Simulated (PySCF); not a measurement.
Species: C5H6BN.
SMILES with atom numbers: `[CH3:1][C:2]#[C:3][C:4]#[C:5][BH:6][NH2:7]` (hydrogens: H8, H9, H10 on C1; H11 on B6; H12, H13 on N7)

Torsions of this conformer, `[CH3:1][C:2]#[C:3][C:4]#[C:5][BH:6][NH2:7]`: H–N7–B6–C5 0°, H–N7–B6–C5 180°.

The closed-shell ground state was solved at several levels (PySCF, density fitting, gas phase, non-relativistic). Isolated species at its GFN2-xTB geometry, gas phase. GFN2-xTB frequencies show an imaginary mode (36i cm⁻¹), so this geometry is no minimum at that level.

```csv
level,basis functions,HOMO (eV),LUMO (eV),gap (eV),dipole (D)
PBE0/pcSseg-1,149,-6.84,-1.19,5.65,1.79
PBE0/def2-SVPD,188,-6.85,-1.24,5.61,1.73
```

**Question.** Estimate the row for B3LYP/pcJ-1, a basis of 249 functions; the other rows only guide the guess.

**Answer.** HOMO -6.61 eV, LUMO -1.33 eV, gap 5.28 eV, dipole 1.79 D.

**Question.** Over all these levels, which gives the widest orbital gap and which the narrowest?

**Answer.** PBE0/pcSseg-1 (global hybrid, 25 % exact exchange) has the widest, 5.65 eV, and B3LYP/pcJ-1 (global hybrid, 20 % exact exchange) the narrowest, 5.28 eV. Functional and basis both differ between the two, so the spread mixes both effects.

**Question.** How far do the dipole and the HOMO energy spread over the levels?

**Answer.** The dipole runs from 1.73 to 1.79 D (mean 1.77 D) and the HOMO from -6.85 to -6.61 eV.
